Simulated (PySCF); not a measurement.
Species: C₇H₁₁ (doublet state).
Geometry (GFN2-xTB, Å), atoms numbered from 1 in this order:
```xyz
18
C7H11 angstrom
C      2.4660    1.2581    0.1119
C      1.1546    1.2019    0.4322
C      0.2969    0.0760    0.4061
C      0.7360   -1.1966   -0.0264
C     -0.0073   -2.3204   -0.1153
C     -1.1365    0.2910    0.7915
C     -2.0068    0.5215   -0.4500
H      3.0302    0.4009   -0.2096
H      3.0074    2.1856    0.1707
H      0.6884    2.1277    0.7522
H      1.7738   -1.2676   -0.3221
H     -1.0462   -2.3591    0.1597
H      0.4236   -3.2394   -0.4722
H     -1.2168    1.1629    1.4444
H     -1.5156   -0.5728    1.3403
H     -1.6584    1.3952   -0.9966
H     -1.9544   -0.3384   -1.1131
H     -3.0439    0.6800   -0.1620
```

The hyperfine couplings belong to this conformer and change with its torsions.

As a line formula: `CC[C](C=C)C=C` [radical].

The calculation used UKS B3LYP, pcH-1 on C H, non-relativistic, mean-field spin-orbit, GIAO (PySCF 2.14.0). The structure is a single GFN2-xTB conformer in the gas phase; no vibrational or solvent corrections. Couplings are sensitive to structure, and on GFN2-xTB geometries they can be far from those on DFT ones. No stability test was run, so a lower SCF solution isn't excluded. ⟨S²⟩ is 0.788 where a pure state has 0.75.

The Mulliken spin populations are largest on C3 (+0.57), C1 (+0.50), C5 (+0.43) and C2 (-0.24). Three atoms exceed +0.15. The positive populations add up to 1.58 and the negative ones to -0.58, together 2S = 1. The angles at C3 add up to 359.9°, so it is planar.

(1) Test a(H) = Q·ρ(C) for the protons on planar carbons with a spin population beyond ±0.08.

(2) Leave H8 and its like out of the fit. How well does the relation then predict its coupling?

(3) List the C–H protons on four-coordinate carbons next to a three-coordinate spin centre, with their couplings and θ (C–H bond against the normal to the plane of the centre's neighbours, projected along the bond that joins the two).

## Answers

(1) 
```
  H   C    ρ(C)  a(H) (G)  a/ρ (G)
 H8  C1  +0.503    -10.46    -20.8
 H9  C1  +0.503    -11.03    -21.9
H10  C2  -0.235     +3.86    -16.4
H11  C4  -0.214     +3.46    -16.1
H12  C5  +0.434     -9.13    -21.1
H13  C5  +0.434     -9.52    -22.0
```

A least-squares line through the origin gives Q = -20.9 G with Mulliken populations. In McConnell's picture π spin on carbon polarises the C–H bond and leaves opposite spin at the proton, which makes Q negative, as found here. Where ρ is negative the coupling is positive.

(2) The other protons give Q = -20.4 G, so a = -20.4 × 0.503 ≈ -10.27 G, against the computed -10.46 G.

(3) 
```
β H  on  centre  θ (°)  cos²θ  a (G)
H14  C6      C3     66   0.16  +4.69
H15  C6      C3     52   0.38  +7.92
```

Couplings in gauss use g_iso = 2.0026.
